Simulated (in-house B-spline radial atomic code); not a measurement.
A fraction x of an electron is removed from 4p in Ag3+, starting from [Kr] 4d8 and keeping the highest spin. All numbers are computed (scalar-relativistic (X2C) PBE0, spin-polarised, spherical fractional occupations; Fermi nucleus of rms radius 4.5454 fm) with a B-spline radial code for spherical atoms, not measured.

Caution: exact exchange at fractional occupations of open shells leaves self-interaction of up to several eV.

```tsv
x	E(x) - E(0) (eV)	4p down level (eV)
0	0.0000	-99.939
0.12	12.1034	-101.787
0.22	?	?
0.27	?	?
0.38	39.0941	-105.845
0.5	51.9092	-107.742
0.52	54.0673	-108.060
0.71	74.8865	-111.096
0.83	88.3340	-113.031
0.93	99.7181	-114.653
1	107.7837	-115.794
```

Problem. What belongs in the row x = 0.22?

Solution. An energy change of 22.3597 eV; 4p down at -103.340 eV.

Problem. What belongs in the row x = 0.27?

Solution. An energy change of 27.5461 eV; 4p down at -104.120 eV.

Problem. Check Janak's theorem between x = 0.38 and 0.5.

Solution. The slope of the energy is 106.79 eV; the orbital levels give 106.79 eV (-ε of the emptying orbital, averaged over the two points).
